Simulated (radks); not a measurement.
The numbers below are computed, except where a source is named.
Problem. The dysprosium ion Dy+ is in [Xe] 4f(5/2: 6, 7/2: 4) 6s1. Code: a radial shooting solver on a logarithmic mesh with Libxc functionals. Model: Dirac Kohn-Sham, BLYP, spin-unpolarised, spherical densities, finite nucleus; Fermi nuclear charge, rms radius of each element as measured or else 0.836 A^(1/3) + 0.57 fm. Sub-shells are occupied by j as written (lower j first in brackets). One electron is removed from 4f7/2, 4f5/2, 5p3/2, 6s1/2 in turn, with full relaxation. Which removal costs least, and what does each cost?

Solution. 6s1/2 11.798 eV; 4f7/2 16.672 eV; 4f5/2 17.615 eV; 5p3/2 36.164 eV. The 6s1/2 electron leaves first.
